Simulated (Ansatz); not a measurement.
Reaction (ligand exchange at the Al–S bond): `[CH3][AlH][SH]` + `O[SiH2][SiH3]` → `[CH3][AlH][O][SiH2][SiH3]` + H₂S

Gas-phase electronic energies from Ansatz, PBE0-D4/def2-TZVP geometries. CCSD(T)/CBS is the MP2 limit (def2-TZVPP, def2-QZVPP) plus CCSD(T) − MP2 in def2-TZVPP, frozen cores. This one scheme is used for every species. Functionals use def2-TZVPP. B3LYP here is the variant with VWN-RPA as its local correlation; programs differ in this. One conformer a species, not always the lowest.

```tsv
level	ΔE (kcal/mol)	difference from CCSD(T)/CBS
PBE0-D4	-8.8	2.1
B3LYP-D4	-12.2	-1.3
ωB97M-V	-10.9	0.0
B2PLYP	-11.1	-0.2
PBE	-7.2	3.7
r2SCAN	-9.6	1.3
PBE0	-7.8	3.1
B3LYP	-10.6	0.3
HF/def2-TZVPP	-12.3	-1.4
MP2/def2-TZVPP	-11.1	-0.2
CCSD/def2-TZVPP	-11.9	-1.0
CCSD(T)/def2-TZVPP	-11.5	-0.6
HF/def2-QZVPP	-12.8	-1.9
SCS-MP2/def2-QZVPP	-11.8	-0.9
HF/CBS(def2)	-12.9	-2.0
MP2/CBS(def2)	-10.6	0.3
CCSD(T)/CBS	-10.9	0
```

Largest T1 diagnostic among the species: 0.012.

The D4 term adds −1.6 kcal/mol with B3LYP and −1.0 kcal/mol with PBE0; it sums over pairs of atoms, weighted by their polarisabilities, and B3LYP, whose exchange is more repulsive, gets the larger term. In def2-TZVPP, CCSD(T) changes the Hartree–Fock value by +0.8 kcal/mol (the triples alone add +0.4 kcal/mol) and MP2 by +1.1 kcal/mol.
